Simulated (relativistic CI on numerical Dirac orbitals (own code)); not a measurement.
## What each ingredient does to the levels of Tb19+

Base calculation: Dirac-Coulomb-Breit CI, KLI orbitals optimised for each configuration, model QED (radiative potential, 1s self-energy scaled to tabulated hydrogen-like ionisation energies), unscaled Slater integrals.

Configurations in the expansion (outside the closed core [Ar] 3d10): 4s2 4p6 4d10, 4s2 4p6 4d9 4f, 4s2 4p5 4d10 4f, 4s2 4p6 4d9 5s, 4s2 4p6 4d9 5p, 4s 4p6 4d10 4f, 4s2 4p6 4d9 5d, 4s2 4p5 4d10 5s, 4s2 4p6 4d9 5f. Double excitations out of closed p, d and f shells are left out; levels of such configurations are missing from the list, as are those of other unlisted configurations, and high levels can miss mixing partners.

Variants: (1) P86 correlation estimate; (2) Breit term removed; (3) non-relativistic limit. Shifts of the energy above 4s2 4p6 4d10 1S_0, in cm⁻¹, for the lowest level and the first level of each name with at least 55 % of one term (blank where a level changes its place among those of its configuration and J or its character, or is not in the variant):

```
               Level     Base    Δ(1)   Δ(2)     Δ(3)
   4s2 4p6 4d10 1S_0        0       0      0        0
4s2 4p6 4d9 4f 3P°_0  1162636    +977  +1212    +4788
4s2 4p6 4d9 4f 3P°_1  1172161    +977  +1673    -4737
4s2 4p6 4d9 4f 3P°_2  1191438    +976  +2211   -24013
4s2 4p6 4d9 4f 3H°_6  1206126    +976  +2605    -4924
4s2 4p6 4d9 4f 3H°_5  1206195    +976  +1918    -4994
4s2 4p6 4d9 4f 3F°_3  1223415    +976  +1731         
4s2 4p6 4d9 4f 3F°_4  1234643    +977  +2378    -9805
4s2 4p6 4d9 4f 3G°_5  1246395    +976  +2436         
4s2 4p6 4d9 4f 3D°_1  1247397    +976  +2222   -22717
4s2 4p6 4d9 4f 3G°_3  1296809    +976  +3395   -49844
4s2 4p6 4d9 4f 1F°_3  1315186    +977  +3118   -40112
 4s2 4p6 4d9 5s 3D_3  1579639  +11197   -622  +181809
4s2 4p6 4d9 4f 1P°_1  1582447   +1006  +2750   -26867
 4s2 4p6 4d9 5s 3D_1  1639582  +11197   +806  +121866
4s2 4p6 4d9 5p 3P°_2  1823844  +12382  -1753  +146784
4s2 4p6 4d9 5p 3F°_2  1886893  +12382   -276   +98230
4s2 4p6 4d9 5p 3F°_4  1920452  +12382   -548   +64671
4s2 4p6 4d9 5p 1P°_1  1927803  +12368   -502   +74691
4s2 4p6 4d9 5p 1D°_2  1928260  +12382   -622   +76702
4s2 4p6 4d9 5p 3D°_3  1937294  +12382   -605         
4s2 4p6 4d9 5p 3P°_0  1966662  +12382   +812    +3966
```

At this charge energies of transitions that change n are usually good to better than 1 %, and those within a shell (Δn = 0) to a few per cent.

Ionisation energy from the two ground configurations alone: base 613.606 eV; P86 correlation estimate 615.566 eV; Breit term removed 613.759 eV. The NIST ASD value (theoretical) is 613 eV.

LS names give the leading component of a level, which can be under half, so a name can repeat, a term be missing and a line seem to break the LS rules.
